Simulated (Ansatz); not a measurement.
This geometry of CH9AsSSi2 (14 atoms, charge 0, multiplicity 1) is a first-order saddle point.

Theory: RHF/def2-SVP (Ansatz).

```xyz
14
Properties=species:S:1:pos:R:3
Si -1.909 2.068 0.645
S -0.215 1.193 1.643
C 0.712 0.407 0.255
Si 0.255 -1.420 0.019
As 1.483 -2.367 -1.820
H -2.660 2.788 1.692
H -1.455 3.006 -0.407
H -2.771 1.045 0.012
H 0.580 0.981 -0.664
H 1.767 0.491 0.518
H -1.189 -1.531 -0.284
H 0.542 -2.171 1.260
H 2.343 -3.264 -0.963
H 2.504 -1.255 -1.878
```

(1) Which two structures does it join? (They come from a converged band through this point; their orientation in space is the band's.)

(2) How far does it lie above each of them?

Answers

(1) No bond is made or broken. The dihedral C3–Si4–As5–H13 goes from 47 to 172°.

Initial state:

```xyz
14
Properties=species:S:1:pos:R:3
Si -1.806 2.088 0.565
S -0.294 1.088 1.720
C 0.734 0.281 0.415
Si 0.227 -1.525 0.116
As 1.576 -2.616 -1.528
H -2.662 2.785 1.546
H -1.191 3.061 -0.368
H -2.613 1.135 -0.229
H 0.709 0.864 -0.507
H 1.761 0.321 0.777
H -1.176 -1.583 -0.353
H 0.358 -2.287 1.378
H 2.891 -2.139 -0.957
H 1.473 -1.504 -2.547
```

Final state:

```xyz
14
Properties=species:S:1:pos:R:3
Si -1.950 2.077 0.678
S -0.277 1.187 1.695
C 0.733 0.530 0.297
Si 0.385 -1.306 -0.041
As 1.730 -2.015 -1.889
H -2.803 2.648 1.740
H -1.492 3.141 -0.245
H -2.712 1.081 -0.108
H 0.588 1.136 -0.599
H 1.774 0.664 0.593
H -1.032 -1.486 -0.432
H 0.660 -2.092 1.181
H 1.376 -3.476 -1.750
H 3.008 -2.119 -1.091
```

(2) 0.065 eV above the first and 0.051 eV above the second. This is the barrier of this one path; another mechanism may lie lower.

Run time: 7.6 min on 2 threads of Intel(R) Xeon(R) Platinum 8259CL CPU @ 2.50GHz (Skylake/Cascade Lake), with other jobs on the host, peak memory 0.43 GiB.
